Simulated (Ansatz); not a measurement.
Reactions of BFGeH5NO, SMILES `N[BH][GeH]([OH])[F]`.

Isolated molecules relaxed with PBE0-D4/def2-TZVP in Ansatz; ΔE leaves out vibrations. CCSD(T)/CBS adds triple-zeta CCSD(T) − MP2 to the extrapolated MP2 energy (def2 sets, frozen cores). For Ge outer-core shells are correlated without core-valence functions, which leaves a few kJ/mol of doubt a bond. Scalar relativity is left out up to krypton. One conformer a species, not always the lowest.

Problem. Order these by ΔE at CCSD(T)/CBS, lowest first. (An estimate is asked.)
A. `N[BH][GeH]([OH])[F]` + `[SH][GeH3]` → `[OH][GeH]([F])[SH]` + `N[BH][GeH3]`
B. `N[BH][GeH]([OH])[F]` + `CC(C)N` → `[NH2][GeH]([OH])[F]` + `CC(C)BN`
C. `N[BH][GeH]([OH])[F]` + `[CH3][AlH][OH]` → `[CH3][AlH][O]BN` + `[OH][GeH2][F]`
D. `N[BH][GeH]([OH])[F]` + `N[SiH2]S[SiH3]` → `NB[SiH2]N` + `[OH][GeH]([F])[S][SiH3]`

Solution. C (-106.5 kJ/mol), B (-74.0 kJ/mol), A (-1.1 kJ/mol), D (+48.8 kJ/mol).

Largest T1 diagnostic: 0.013, for `N[BH][GeH]([OH])[F]`.
